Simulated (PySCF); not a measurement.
Isomers of C6H5NO, mass 107.037 u with the commonest isotopes. Method used: PySCF, PBE0-D3(BJ)/def2-SVP geometry optimisation, gas phase. One conformer each, none proved a minimum here; rigid rotors.

Question: Order these by radius of gyration √(Σ m r²/M), largest first.
A. `[CH3:1][O:2][CH:3]=[C:4]=[C:5]=[CH:6][C:7]#[N:8]` with C1–O2–C3–C4 0°
B. `[O:1]=[CH:2][c:3]1[cH:4][cH:5][cH:6][cH:7][n:8]1` with O1–C2–C3–C4 0°
C. `[O:1]=[CH:2][c:3]1[cH:4][cH:5][n:6][cH:7][cH:8]1` with O1–C2–C3–C4 180°

Answer: A (2.475 Å), C (1.967 Å), B (1.944 Å).

Question: Order these by rotational constant B, largest first.
A. `[CH3:1][O:2][CH:3]=[C:4]=[C:5]=[CH:6][C:7]#[N:8]` with C1–O2–C3–C4 0°
B. `[O:1]=[CH:2][c:3]1[cH:4][cH:5][cH:6][cH:7][n:8]1` with O1–C2–C3–C4 0°
C. `[O:1]=[CH:2][c:3]1[cH:4][cH:5][n:6][cH:7][cH:8]1` with O1–C2–C3–C4 180°

Answer: B (1627 MHz), C (1566 MHz), A (915.4 MHz).

Question: Order these by dipole moment, largest first.
A. `[O:1]=[CH:2][c:3]1[cH:4][cH:5][n:6][cH:7][cH:8]1` with O1–C2–C3–C4 180° (4-pyridinecarboxaldehyde)
B. `[O:1]=[CH:2][c:3]1[cH:4][cH:5][cH:6][cH:7][n:8]1` with O1–C2–C3–C4 0°
C. `[CH3:1][O:2][CH:3]=[C:4]=[C:5]=[CH:6][C:7]#[N:8]` with C1–O2–C3–C4 0°

Answer: C (4.47 D), B (3.54 D), A (1.64 D).

```json
{"SMILES": "O=Cc1ccncc1", "point group": "Cs", "Ia (u·Å²)": "91.36", "Ib (u·Å²)": "322.77", "Ic (u·Å²)": "414.13", "κ": "-0.84", "μa (D)": "0.42", "μb (D)": "1.58", "μc (D)": "0.01"}
{"SMILES": "O=Cc1ccccn1", "point group": "Cs", "Ia (u·Å²)": "93.91", "Ib (u·Å²)": "310.65", "Ic (u·Å²)": "404.56", "κ": "-0.82", "μa (D)": "3.45", "μb (D)": "0.79", "μc (D)": "0.00"}
{"SMILES": "COC=C=C=CC#N", "point group": "Cs", "Ia (u·Å²)": "105.38", "Ib (u·Å²)": "552.08", "Ic (u·Å²)": "654.22", "κ": "-0.93", "μa (D)": "4.16", "μb (D)": "1.64", "μc (D)": "0.00"}
```
